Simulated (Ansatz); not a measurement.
Ansatz (an electronic-structure program) input (B3LYP-D3(BJ)/def2-TZVP):

Ansatz 0.2 input:
```yaml
crystal:
  periodic: [false, false, false]
  atoms:
    - {symbol: Cl, position_ang: [1.30091112, -1.86508177, 1.06182996]}
    - {symbol: Si, position_ang: [0.91193198, -0.14896322, 0.06340787]}
    - {symbol: Cl, position_ang: [1.82893875, 1.38265445, 1.01573577]}
    - {symbol: Si, position_ang: [-1.35950842, 0.22355242, 0.29222889]}
    - {symbol: Cl, position_ang: [-1.95438687, 1.95953324, -0.59116479]}
    - {symbol: Cl, position_ang: [-2.47582873, -1.24826816, -0.56555420]}
    - {symbol: H, position_ang: [1.63554280, -0.28433689, -1.20527114]}
basis:
  gaussian:
    orbitals: def2-TZVP
hamiltonian:
  xc: b3lyp
  dispersion: d3bj
magnetization: {spin_polarized: true, initial_magnetization: 1}
relax: {f_tol: 0.002, max_steps: 150}
```

Output:

```
Functional definition: B3LYP
integrals: 0.23 GiB planned
1618 factors; their error is unknown
mean field: 2.82 GiB planned
mean field evaluation 1: about -65869.8894 eV, gradient 1.4e1 eV
mean field evaluation 2: about -65870.2508 eV, gradient 1.3e1 eV
mean field evaluation 4: about -65870.9290 eV, gradient 1.1e0 eV
mean field evaluation 8: about -65870.9335 eV, gradient 3.3e-2 eV
mean field evaluation 16: about -65871.1026 eV, gradient 7.5e-5 eV
mean field -65871.10264267 eV, -2420.7183730812 hartree, gradient 1.3e-5 eV, S^2 0.753549; 0 other end points of the search recorded, 0 dependent functions left out
the calculation of the forces begins
reference -65871.10296443 eV, -2420.7183849057 hartree; 49, 48 occupied and 179, 180 virtual orbitals, 1618 factors
relax step   1: F+E_penalty+E_count = -65871.77791509 eV  Δ(F+E_penalty+E_count) = +0.000e0 eV  max|allowed force component| = 6.958e-1 eV/Å  Δτ_max = 0.0000 Å  (31 SCF iters, accepted)
these checks for a lower state are left out or cut short: starts, cluster_reference, orbital_swaps, neighbouring_geometries, increment
integrals: 0.23 GiB planned
1618 factors; their error is unknown
mean field: 2.81 GiB planned
mean field -65871.18206798 eV, -2420.7212919076 hartree, gradient 2.3e-5 eV, S^2 0.753258; 0 other end points of the search recorded, 0 dependent functions left out
the calculation of the forces begins
reference -65871.18239309 eV, -2420.7213038551 hartree; 49, 48 occupied and 179, 180 virtual orbitals, 1618 factors
relax step   2: F+E_penalty+E_count = -65871.85007131 eV  Δ(F+E_penalty+E_count) = -7.216e-2 eV  max|allowed force component| = 3.479e-1 eV/Å  Δτ_max = 0.1807 Å  (32 SCF iters, accepted)
these checks for a lower state are left out or cut short: starts, cluster_reference, orbital_swaps, neighbouring_geometries, increment
integrals: 0.23 GiB planned
1618 factors; their error is unknown
mean field: 2.81 GiB planned
mean field -65871.21682252 eV, -2420.7225691133 hartree, gradient 7.3e-5 eV, S^2 0.753383; 0 other end points of the search recorded, 0 dependent functions left out
the calculation of the forces begins
reference -65871.21714737 eV, -2420.7225810511 hartree; 49, 48 occupied and 179, 180 virtual orbitals, 1618 factors
relax step   3: F+E_penalty+E_count = -65871.88403215 eV  Δ(F+E_penalty+E_count) = -3.396e-2 eV  max|allowed force component| = 9.306e-2 eV/Å  Δτ_max = 0.0507 Å  (30 SCF iters, accepted)
these checks for a lower state are left out or cut short: starts, cluster_reference, orbital_swaps, neighbouring_geometries, increment
integrals: 0.23 GiB planned
1618 factors; their error is unknown
mean field: 2.81 GiB planned
mean field evaluation 32: about -65871.0517 eV, gradient 8.0e-3 eV
mean field -65871.22188294 eV, -2420.7227550803 hartree, gradient 5.2e-5 eV, S^2 0.753397; 0 other end points of the search recorded, 0 dependent functions left out
the calculation of the forces begins
reference -65871.22220772 eV, -2420.7227670158 hartree; 49, 48 occupied and 179, 180 virtual orbitals, 1618 factors
relax step   4: F+E_penalty+E_count = -65871.88907090 eV  Δ(F+E_penalty+E_count) = -5.039e-3 eV  max|allowed force component| = 5.641e-2 eV/Å  Δτ_max = 0.0223 Å  (31 SCF iters, accepted)
these checks for a lower state are left out or cut short: starts, cluster_reference, orbital_swaps, neighbouring_geometries, increment
integrals: 0.23 GiB planned
1618 factors; their error is unknown
mean field: 2.82 GiB planned
mean field -65871.22151086 eV, -2420.7227414067 hartree, gradient 1.3e-5 eV, S^2 0.753413; 0 other end points of the search recorded, 0 dependent functions left out
the calculation of the forces begins
reference -65871.22183480 eV, -2420.7227533113 hartree; 49, 48 occupied and 179, 180 virtual orbitals, 1618 factors
relax step   5: F+E_penalty+E_count = -65871.89304212 eV  Δ(F+E_penalty+E_count) = -3.971e-3 eV  max|allowed force component| = 9.621e-2 eV/Å  Δτ_max = 0.0575 Å  (33 SCF iters, accepted)
these checks for a lower state are left out or cut short: starts, cluster_reference, orbital_swaps, neighbouring_geometries, increment
integrals: 0.23 GiB planned
1618 factors; their error is unknown
mean field: 2.81 GiB planned
mean field -65871.22523017 eV, -2420.7228780887 hartree, gradient 1.8e-5 eV, S^2 0.753260; 0 other end points of the search recorded, 0 dependent functions left out
the calculation of the forces begins
reference -65871.22555448 eV, -2420.7228900068 hartree; 49, 48 occupied and 179, 180 virtual orbitals, 1618 factors
relax step   6: F+E_penalty+E_count = -65871.89307127 eV  Δ(F+E_penalty+E_count) = -2.915e-5 eV  max|allowed force component| = 7.038e-2 eV/Å  Δτ_max = 0.0971 Å  (33 SCF iters, accepted)
these checks for a lower state are left out or cut short: starts, cluster_reference, orbital_swaps, neighbouring_geometries, increment
integrals: 0.23 GiB planned
1618 factors; their error is unknown
mean field: 2.82 GiB planned
mean field -65871.22674490 eV, -2420.7229337538 hartree, gradient 6.9e-5 eV, S^2 0.753341; 0 other end points of the search recorded, 0 dependent functions left out
the calculation of the forces begins
reference -65871.22706933 eV, -2420.7229456766 hartree; 49, 48 occupied and 179, 180 virtual orbitals, 1618 factors
relax step   7: F+E_penalty+E_count = -65871.89581326 eV  Δ(F+E_penalty+E_count) = -2.742e-3 eV  max|allowed force component| = 2.283e-2 eV/Å  Δτ_max = 0.0487 Å  (31 SCF iters, accepted)
these checks for a lower state are left out or cut short: starts, cluster_reference, orbital_swaps, neighbouring_geometries, increment
integrals: 0.23 GiB planned
1618 factors; their error is unknown
mean field: 2.81 GiB planned
mean field -65871.22671096 eV, -2420.7229325068 hartree, gradient 4.4e-5 eV, S^2 0.753343; 0 other end points of the search recorded, 0 dependent functions left out
the calculation of the forces begins
reference -65871.22703536 eV, -2420.7229444282 hartree; 49, 48 occupied and 179, 180 virtual orbitals, 1618 factors
relax step   8: F+E_penalty+E_count = -65871.89584198 eV  Δ(F+E_penalty+E_count) = -2.872e-5 eV  max|allowed force component| = 8.800e-3 eV/Å  Δτ_max = 0.0011 Å  (24 SCF iters, accepted)
these checks for a lower state are left out or cut short: starts, cluster_reference, orbital_swaps, neighbouring_geometries, increment
integrals: 0.23 GiB planned
1618 factors; their error is unknown
mean field: 2.81 GiB planned
mean field -65871.22669429 eV, -2420.7229318940 hartree, gradient 1.9e-5 eV, S^2 0.753344; 0 other end points of the search recorded, 0 dependent functions left out
the calculation of the forces begins
reference -65871.22701868 eV, -2420.7229438152 hartree; 49, 48 occupied and 179, 180 virtual orbitals, 1618 factors
relax step   9: F+E_penalty+E_count = -65871.89584603 eV  Δ(F+E_penalty+E_count) = -4.052e-6 eV  max|allowed force component| = 8.266e-4 eV/Å  Δτ_max = 0.0007 Å  (24 SCF iters, accepted)
integrals: 0.23 GiB planned
1618 factors; their error is unknown
mean field: 2.81 GiB planned
mean field evaluation 64: about -65871.2267 eV, gradient 1.9e-5 eV
mean field -65871.22669429 eV, -2420.7229318940 hartree, gradient 1.9e-5 eV, S^2 0.753344; 1 other end points of the search recorded, 0 dependent functions left out
the calculation of the forces begins
reference -65871.22701868 eV, -2420.7229438152 hartree; 49, 48 occupied and 179, 180 virtual orbitals, 1618 factors
Total energy: -65871.89617042 eV, -2420.7475346881 hartree
Atom 0 at     1.335230    -1.913135     1.089212 Å, force    -0.000153    -0.000042    -0.000093 eV/Å
Atom 1 at     0.910862    -0.147187     0.130352 Å, force     0.000431    -0.000103    -0.000827 eV/Å
Atom 2 at     1.877204     1.415940     1.047296 Å, force    -0.000112     0.000019     0.000124 eV/Å
Atom 3 at    -1.410411     0.233066     0.335149 Å, force     0.000081     0.000140    -0.000270 eV/Å
Atom 4 at    -1.840258     2.000615    -0.652799 Å, force     0.000048    -0.000467     0.000018 eV/Å
Atom 5 at    -2.381664    -1.326366    -0.618780 Å, force     0.000175     0.000294     0.000242 eV/Å
Atom 6 at     1.396638    -0.243844    -1.259218 Å, force    -0.000470     0.000158     0.000805 eV/Å
Dipole moment:     0.031256    -0.005553    -0.018021 e Å
```

It need not be the lowest isomer of its formula.
